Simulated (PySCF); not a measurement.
**Worked example: oscillator strength and radiative lifetime**

In(OH)2(OSiH3) (H5InO3Si), SMILES [OH][In]([OH])[O][SiH3].

Coordinates come from a PBE0-D3(BJ)/def2-SVP optimisation. The def2 effective core potentials stand for the cores of In; spin–orbit coupling is left out. One conformer was computed; it need not be the lowest.

PySCF with TDA-PBE/def2-SVPD puts the first singlet state with f over 0.02 at 4.01 eV (vertical), with the transition dipole (0.345, -0.430, 0.000) in atomic units.

Find the oscillator strength, the wavelength and the radiative lifetime that this transition would have in vacuum if emission retraced absorption.


|μ|² = 0.3039 au, so |μ| = 1.40 D. ΔE = 4.01/27.211 = 0.1474 hartree. f = (2/3) ΔE |μ|² = 0.030 (the program prints 0.030).
λ = 1239.84/4.01 = 309 nm; ν = 32343 cm⁻¹.
Einstein's coefficient A = 0.6670 ν² f s⁻¹ (ν in cm⁻¹) = 2.1e7 s⁻¹, so τ = 1/A = 48 ns. This state is S2; the lower singlet has f = 0.001. The figure is the radiative limit of this one transition; relaxation, internal conversion, crossing to triplets and a medium change what is measured.
